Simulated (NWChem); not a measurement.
System: PbIBr, singlet; SMILES [Br][Pb][I]

Excerpt of the output:

```
             Northwest Computational Chemistry Package (NWChem) 7.3.0
             --------------------------------------------------------

 CS  symmetry detected

                             Geometry "geometry" -> ""
                             -------------------------

 Output coordinates in angstroms (scale by  1.889725989 to convert to a.u.)

  No.       Tag          Charge          X              Y              Z
 ---- ---------------- ---------- -------------- -------------- --------------
    1 Pb                  82.0000     0.83374353     0.44011292     0.00000000
    2 Br                  35.0000    -1.21170721     2.12832540     0.00000000
    3 I                   53.0000    -0.48975881    -2.08642733     0.00000000

 Effective nuclear repulsion energy (a.u.)    1608.5271435420

      Symmetry information
      --------------------

 Group name             Cs
 Group number              2
 Group order               2
 No. of unique centers     3

                                 NWChem DFT Module
                                 -----------------

 Summary of "ao basis" -> "ao basis" (spherical)
 ------------------------------------------------------------------------------
       Tag                 Description            Shells   Functions and Types
 ---------------- ------------------------------  ------  ---------------------
 Pb                         def2-svp                10       26   4s4p2d
 Br                         def2-svp                12       32   5s4p3d
 I                          def2-svp                10       26   4s4p2d

      Symmetry analysis of basis
      --------------------------

        a'         58
        a"         26

            General Information
            -------------------
          SCF calculation type: DFT
          Wavefunction type:  closed shell.
          No. of atoms     :     3
          No. of electrons :    82
           Alpha electrons :    41
            Beta electrons :    41
          Charge           :     0
          Spin multiplicity:     1
          Use of symmetry is: on ; symmetry adaption is: on
          Maximum number of iterations: 150
          AO basis - number of functions:    84
                     number of shells:    32
          Convergence on energy requested:  1.00D-06
          Convergence on density requested:  1.00D-05
          Convergence on gradient requested:  5.00D-04

              XC Information
              --------------
                         B3LYP Method XC Potential
                     Hartree-Fock (Exact) Exchange  0.200
                        Slater Exchange Functional  0.800 local
                    Becke 1988 Exchange Functional  0.720 non-local
              Lee-Yang-Parr Correlation Functional  0.810
                  VWN I RPA Correlation Functional  0.190 local

             Grid Information
             ----------------
          Grid used for XC integration:  medium
          Radial quadrature: Mura-Knowles
          Angular quadrature: Lebedev.
          Tag              B.-S. Rad. Rad. Pts. Rad. Cut. Ang. Pts.
          ---              ---------- --------- --------- ---------
          Pb                  1.80      123          10.0       590
          Br                  1.15      112          11.0       590
          I                   1.40      123          11.0       590
          Grid pruning is: on
          Number of quadrature shells:   358
          Spatial weights used:  Erf1

      Superposition of Atomic Density Guess
      -------------------------------------

 Sum of atomic energies:       -3138.57302167

      Non-variational initial energy
      ------------------------------

 Total energy =   -3060.595617
 1-e energy   =   -5162.407382
 2-e energy   =    1737.850449
 HOMO         =      -0.300548
 LUMO         =      -0.051643

      Symmetry analysis of molecular orbitals - initial
      -------------------------------------------------

  Numbering of irreducible representations:

     1 a'          2 a"

  Orbital symmetries:

     1 a'          2 a'          3 a'          4 a'          5 a"
     6 a'          7 a'          8 a'          9 a'         10 a"
    11 a'         12 a'         13 a'         14 a"         15 a'
    16 a'         17 a"         18 a'         19 a'         20 a"
    21 a'         22 a"         23 a'         24 a'         25 a"
    26 a'         27 a"         28 a'         29 a'         30 a'
    31 a"         32 a"         33 a'         34 a'         35 a'
    36 a'         37 a"         38 a'         39 a"         40 a'
    41 a'         42 a"         43 a'         44 a'         45 a'
    46 a'         47 a'         48 a"         49 a'         50 a"
    51 a'

     ---------------------------------------------
      Total Density - Mulliken Population Analysis
     ---------------------------------------------

    Atom       Charge   Shell Charges
 -----------   ------   -------------------------------------------------------
    1 Pb  22    20.70   2.99 -0.94  1.22  0.69  3.38  2.60  0.43  0.27  9.73  0.32
    2 Br  35    35.68   2.00  2.00  2.00  1.38  0.59  6.00  5.99  2.44  3.26  8.23  1.73  0.05
    3 I   25    25.63   1.83  0.22  1.24  0.68  2.92  3.14  2.73  2.87  9.83  0.18

   convergence    iter        energy       DeltaE   RMS-Dens  Diis-err
 ---------------- ----- ----------------- --------- --------- ---------
 d= 0,ls=0.0,diis     1  -3064.6431936296 -3.43D+03  2.78D-02  4.58D-01
 d= 0,ls=0.0,diis     2  -3064.3559053979  2.87D-01  1.82D-02  1.90D+00
 d= 0,ls=0.0,diis     3  -3064.7232022748 -3.67D-01  2.47D-03  1.41D-02
 d= 0,ls=0.0,diis     4  -3064.7258817873 -2.68D-03  7.79D-04  2.26D-03
 d= 0,ls=0.0,diis     5  -3064.7262277362 -3.46D-04  2.79D-04  2.11D-04
  Resetting Diis
 d= 0,ls=0.0,diis     6  -3064.7262624880 -3.48D-05  8.36D-05  2.97D-05
 d= 0,ls=0.0,diis     7  -3064.7262687003 -6.21D-06  1.86D-05  6.50D-07
 d= 0,ls=0.0,diis     8  -3064.7262687127 -1.23D-08  9.74D-06  5.47D-07

         Total DFT energy =    -3064.726268712670
      One electron energy =    -5164.072779933194
           Coulomb energy =     1865.234010528741
    Exchange-Corr. energy =     -129.848815428496
 Nuclear repulsion energy =      363.961316120279

 Numeric. integr. density =       82.000000544209

                  Occupations of the irreducible representations
                  ----------------------------------------------

                     irrep           alpha         beta
                     --------     --------     --------
                     a'               29.0         29.0
                     a"               12.0         12.0

                       DFT Final Molecular Orbital Analysis
                       ------------------------------------

 Vector   39  Occ=2.000000D+00  E=-2.671433D-01  Symmetry=a'
              MO Center= -6.4D-01,  4.9D-01, -3.4D-15, r^2= 6.2D+00
   Bfn.  Coefficient  Atom+Function         Bfn.  Coefficient  Atom+Function
  ----- ------------  ---------------      ----- ------------  ---------------
    41      0.396012  2 Br px                70      0.349754  3 I  py
    38      0.336416  2 Br px                73      0.303854  3 I  py
    42      0.249802  2 Br py                35     -0.224618  2 Br px
     3     -0.222453  1 Pb s                 39      0.214867  2 Br py
    11     -0.174359  1 Pb px                 4     -0.168968  1 Pb s

 Vector   40  Occ=2.000000D+00  E=-2.665143D-01  Symmetry=a"
              MO Center= -5.2D-01, -1.5D+00,  2.8D-14, r^2= 4.0D+00
   Bfn.  Coefficient  Atom+Function         Bfn.  Coefficient  Atom+Function
  ----- ------------  ---------------      ----- ------------  ---------------
    71      0.549056  3 I  pz                74      0.506788  3 I  pz
    43     -0.229315  2 Br pz                68     -0.225296  3 I  pz
    40     -0.191167  2 Br pz                65     -0.182443  3 I  pz
    37      0.128143  2 Br pz                13      0.088302  1 Pb pz
    16      0.061231  1 Pb pz                18      0.056388  1 Pb d -1

 Vector   41  Occ=2.000000D+00  E=-2.575386D-01  Symmetry=a'
              MO Center= -5.0D-01, -1.6D+00, -1.0D-15, r^2= 3.9D+00
   Bfn.  Coefficient  Atom+Function         Bfn.  Coefficient  Atom+Function
  ----- ------------  ---------------      ----- ------------  ---------------
    69      0.529344  3 I  px                72      0.487465  3 I  px
    66     -0.216441  3 I  px                70     -0.208382  3 I  py
    42     -0.193228  2 Br py                73     -0.189422  3 I  py
    63     -0.175146  3 I  px                39     -0.163754  2 Br py
     3     -0.118983  1 Pb s                 36      0.108904  2 Br py

 Vector   42  Occ=0.000000D+00  E=-1.277807D-01  Symmetry=a"
              MO Center=  6.5D-01,  3.6D-01,  5.5D-14, r^2= 4.4D+00
   Bfn.  Coefficient  Atom+Function         Bfn.  Coefficient  Atom+Function
  ----- ------------  ---------------      ----- ------------  ---------------
    13      0.583819  1 Pb pz                16      0.546323  1 Pb pz
    43     -0.233535  2 Br pz                74     -0.231778  3 I  pz
    10     -0.193593  1 Pb pz                 7     -0.187763  1 Pb pz
    71     -0.185101  3 I  pz                40     -0.157626  2 Br pz
    37      0.105528  2 Br pz                68      0.076298  3 I  pz

 Vector   43  Occ=0.000000D+00  E=-6.563376D-02  Symmetry=a'
              MO Center=  6.2D-01,  1.9D-01, -8.1D-16, r^2= 5.9D+00
   Bfn.  Coefficient  Atom+Function         Bfn.  Coefficient  Atom+Function
  ----- ------------  ---------------      ----- ------------  ---------------
    14      0.680419  1 Pb px                73      0.474008  3 I  py
    11      0.466345  1 Pb px                 3     -0.414022  1 Pb s
    42     -0.311081  2 Br py                15      0.284653  1 Pb py
    62      0.276552  3 I  s                 70      0.242496  3 I  py
    12      0.201948  1 Pb py                 1      0.197789  1 Pb s

[...]
```

Level: B3LYP/def2-SVP with def2 effective core potentials on I, Pb. Low-valent species are run as closed-shell singlets; no triplet was tried in these runs. Structure relaxed at the PBE-D3(BJ)/def2-SVP level. def2 effective core potentials on I, Pb; no spin-orbit coupling.

Reconstruct the input file.

Several could match; the one computed here: the input that was run:
```
start job
memory heap 200 mb stack 900 mb global 1100 mb
geometry units angstroms noautoz
  Pb     0.847199     0.429189     0.000000
  Br    -1.179254     2.140159     0.000000
  I     -0.504461    -2.082400     0.000000
end
basis spherical
  * library def2-svp
end
ecp
  I library def2-ecp
  Pb library def2-ecp
end
dft
  xc b3lyp
  iterations 150
  mulliken
end
task dft energy
```
